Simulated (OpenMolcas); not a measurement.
## 4d⁵ along the 41-electron sequence

```json
{
  "Program": "OpenMolcas",
  "Method": "SS-CASPT2, IPEA 0.25 Eh, imaginary shift 0.1 Eh",
  "Basis": "ANO-RCC-VTZP",
  "Scalar Hamiltonian": "DKH2, point nucleus",
  "Spin-orbit coupling": "state interaction with AMFI integrals over the reference wave functions, term energies averaged over their components"
}
```

Active space for each ion: 5 electrons in 10 orbitals (4d 5d); closed shells correlated by CASPT2: 4s 4p.

Computed levels in cm-1 above ⁶S_5/2:

```csv
Level,Tc2+,Ru3+,Rh4+,Ag6+
⁴G_5/2,20900,23940,26530,31370
⁴G_7/2,21060,24190,26910,32250
⁴G_11/2,21170,24320,27100,32580
⁴G_9/2,21180,24350,27160,32740
⁴P_3/2,23310,26820,29710,35040
⁴P_1/2,23780,27510,30660,36570
⁴D_7/2,24860,28720,32030,38560
⁴D_1/2,25340,29500,33180,40550
⁴D_3/2,25750,30060,33910,41620
weight of ⁶S in the lowest level (%),99,99,99,98
```

Mixed levels, with the weight of the term that names them: Tc2+ ⁴P_3/2 (64 %), Tc2+ ⁴D_3/2 (64 %), Ru3+ ⁴P_3/2 (60 %), Ru3+ ⁴P_1/2 (72 %), Ru3+ ⁴D_1/2 (73 %), Ru3+ ⁴D_3/2 (60 %), Rh4+ ⁴P_3/2 (57 %), Rh4+ ⁴P_1/2 (69 %), Rh4+ ⁴D_1/2 (70 %), Rh4+ ⁴D_3/2 (57 %), Ag6+ ⁴P_3/2 (55 %), Ag6+ ⁴P_1/2 (69 %), Ag6+ ⁴D_1/2 (70 %), Ag6+ ⁴D_3/2 (55 %).

Measured, with the error of the calculation in %. Measured levels: Ag6+ from the list in Gamrath, thesis, University of Mons (2023).

```json
{"Level": "⁴G_5/2", "Ag6+": "29390 (+6.7)"}
{"Level": "⁴G_7/2", "Ag6+": "30378 (+6.2)"}
{"Level": "⁴G_11/2", "Ag6+": "30662 (+6.3)"}
{"Level": "⁴G_9/2", "Ag6+": "30907 (+5.9)"}
{"Level": "⁴P_3/2", "Ag6+": "32994 (+6.2)"}
{"Level": "⁴P_1/2", "Ag6+": "34605 (+5.7)"}
{"Level": "⁴D_7/2", "Ag6+": "36485 (+5.7)"}
{"Level": "⁴D_1/2", "Ag6+": "38685 (+4.8)"}
```

⁴G_5/2 changes by a factor of 1.5 over the same range, with steps per unit of Z of +3040, +2590, +2420 cm-1.

Term energies are means over components that CASPT2 splits; among the terms shown or strongly mixed into the levels shown the widest spread is 59 cm-1 (4d⁵ ⁴D, Ru3+). Active for correlation alone: 5d; no level in the range computed is led by a configuration that fills it, so any true level of that kind is missing. Computed and measured levels are paired by configuration, term and J; levels that our copy of the source lacks, or whose pairing is in doubt (as where it misses far off the trend of its configuration), stay unpaired and out of the deviations. Levels of configurations outside the active space are missing.
